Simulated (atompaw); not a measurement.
# An all-electron radial function and its pseudo partner (nitrogen)

Columns: radius, all-electron u(r) and pseudo u(r) of the 2p shell (level -7.04 eV) of nitrogen in the configuration [He] 2s2 2p3; PBEsol, scalar-relativistic, PAW (atompaw) scheme, atompaw 4.2.0.5.

| r (bohr) | all-electron | pseudo |
| --- | --- | --- |
| 0.102 | 0.0750 | 0.0056 |
| 0.204 | 0.2190 | 0.0220 |
| 0.306 | 0.3682 | 0.0486 |
| 0.408 | 0.4979 | 0.0843 |
| 0.510 | 0.6014 | 0.1276 |
| 0.612 | 0.6787 | 0.1765 |
| 0.713 | 0.7313 | 0.2287 |
| 0.815 | 0.7632 | 0.2829 |
| 0.917 | 0.7778 | 0.3365 |
| 1.019 | 0.7787 | 0.3874 |
| 1.121 | 0.7692 | 0.4337 |
| 1.223 | 0.7518 | 0.4737 |
| 1.325 | 0.7289 | 0.5062 |
| 1.427 | 0.7020 | 0.5302 |
| 1.529 | 0.6726 | 0.5455 |
| 1.631 | 0.6417 | 0.5519 |
| 1.733 | 0.6101 | 0.5500 |
| 1.835 | 0.5783 | 0.5407 |
| 1.937 | 0.5468 | 0.5251 |
| 2.038 | 0.5162 | 0.5049 |
| 2.140 | 0.4862 | 0.4811 |
| 2.242 | 0.4572 | 0.4553 |
| 2.344 | 0.4294 | 0.4289 |
| 2.446 | 0.4028 | 0.4027 |
| 2.548 | 0.3774 | 0.3774 |
| 2.650 | 0.3534 | 0.3534 |

**Question.** How many radial nodes do the two functions have?

**Answer.** The all-electron 2p function has n − l − 1 = 0; the pseudo-wave has 0.

**Question.** Is the pseudo-wave norm-conserving?

**Answer.** No, it belongs to a PAW set: the norm inside the radius is not constrained, and the difference is carried by the augmentation charge.
